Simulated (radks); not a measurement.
The numbers below are computed, except where a source is named.
Question: The europium ion Eu+, 62 electrons, occupied as [Xe] 4f7 6s0.5 5f0.5 (fractional occupations, a model configuration). Level of theory: scalar-relativistic Kohn-Sham, LDA (Slater exchange, Perdew-Wang correlation), spin-polarised, spherical densities, point nucleus; open shells are filled with parallel spins first (spin-orbit coupling, left out, can overturn this in heavy ions) (a radial shooting solver on a logarithmic mesh with Libxc functionals). Some entries of the table are withheld. Estimate them.

| orbital | occ. | eigenvalue (hartree) | <r^2> (bohr^2) | <1/r> (bohr^-1) |
|---|---|---|---|---|
| 1s up | 1 | -1776.178 | 0.0006801 | 70.18 |
| 1s down | 1 | -1776.178 | 0.0006801 | 70.18 |
| 2s up | 1 | -291.9265 | 0.01069 | 16.26 |
| 2s down | 1 | -291.9233 | 0.01069 | 16.26 |
| 2p up | 3 | -260.2367 | 0.008596 | 15.23 |
| 2p down | 3 | -260.2344 | 0.008596 | 15.23 |
| 3s up | 1 | -64.45644 | 0.07137 | 5.954 |
| 3s down | 1 | -64.36884 | 0.07126 | 5.959 |
| 3p up | 3 | -54.59430 | 0.07147 | 5.607 |
| 3p down | 3 | -54.50745 | 0.07134 | 5.613 |
| 3d up | 5 | -41.37222 | 0.06015 | 5.324 |
| 3d down | 5 | -41.30426 | 0.05999 | 5.329 |
| 4s up | 1 | -13.07333 | 0.3624 | 2.508 |
| 4s down | 1 | -12.87157 | 0.3624 | 2.508 |
| 4p up | 3 | -9.82822 | 0.4097 | 2.306 |
| 4p down | 3 | -9.62765 | 0.4099 | 2.305 |
| 4d up | 5 | -5.30692 | 0.4978 | 2.025 |
| 4d down | 5 | -5.10925 | 0.4997 | 2.022 |
| 5s up | 1 | -1.98880 | 2.119 | 0.9671 |
| 5s down | 1 | -1.87783 | 2.188 | 0.9493 |
| 5p up | 3 | -1.21009 | 2.953 | 0.8116 |
| 5p down | 3 | -1.12477 | 3.087 | 0.7910 |
| 4f up | 7 | -0.46033 | (1) | 1.427 |
| 6s up | 0.5 | -0.37818 | 15.19 | 0.3436 |
| 6s down | 0 | -0.34560 | 15.99 | 0.3363 |
| 4f down | 0 | -0.29156 | (2) | 1.362 |
| 5f up | 0.5 | -0.07843 | 102.2 | 0.1212 |
| 5f down | 0 | -0.06893 | 121.1 | 0.1121 |

Answer: 
(1) 4f up <r^2> (bohr^2): 1.200
(2) 4f down <r^2> (bohr^2): 1.529
